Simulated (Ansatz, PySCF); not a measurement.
Species: Si2H2, net charge 0, singlet state. SMILES: [Si]=[SiH2]
Structure (B3LYP-D3(BJ)/def2-TZVP (Ansatz, a quantum-chemistry and plane-wave program) minimum search):
```
Si
H 1 1.4834
H 1 1.4834 2 112.18
Si 1 2.1998 2 123.91 3 180.00
```
Charge 0, spin multiplicity 1.

Quantity: atomisation energy (electronic, to ground-state atoms), in kcal/mol. Valence correlation only, unless marked. Open shells are spin-unrestricted. No spin-orbit coupling. Non-relativistic. The coupled-cluster limit lacks core correlation, which all-electron functionals hold. CBS(X,Y): correlation extrapolated as X^-3; Hartree-Fock from the larger set.

| level | program | atomisation energy (kcal/mol) |
|---|---|---|
| BLYP-D4/def2-TZVPD | Ansatz + dftd4 | 220.1 |
| revPBE-D3(BJ)/def2-TZVPD | Ansatz + dftd3 | 216.1 |
| BP86-D4/def2-TZVPD | PySCF + dftd4 | 226.8 |
| BP86/def2-TZVPD | PySCF | 224.1 |
| TPSSh-D4/def2-TZVPD | PySCF + dftd4 | 224.9 |
| wB97X-V/def2-TZVPD | Ansatz | 220.0 |
| B2PLYP-D4/def2-TZVPD | Ansatz + dftd4 | 215.1 |
| RPA@PBE/cc-pV(T+d)Z | Ansatz | 203.4 |
| MP2/def2-SVP | Ansatz | 194.0 |
| MP2/cc-pV(T+d)Z | Ansatz | 206.4 |
| MP2/CBS(cc-pV(T+d)Z,cc-pV(Q+d)Z) | Ansatz | 215.1 |
| SCS-MP2/6-31G | Ansatz | 158.4 |
| CCSD/cc-pV(D+d)Z | Ansatz | 193.7 |
| CCSD(T)/cc-pV(D+d)Z | Ansatz | 198.1 |
| CCSD(T)/CBS(aug-cc-pV(T+d)Z,aug-cc-pV(Q+d)Z) | Ansatz | 221.3 |

The Hartree-Fock reference is unstable (checked in the largest basis), which strains HF and MP2.
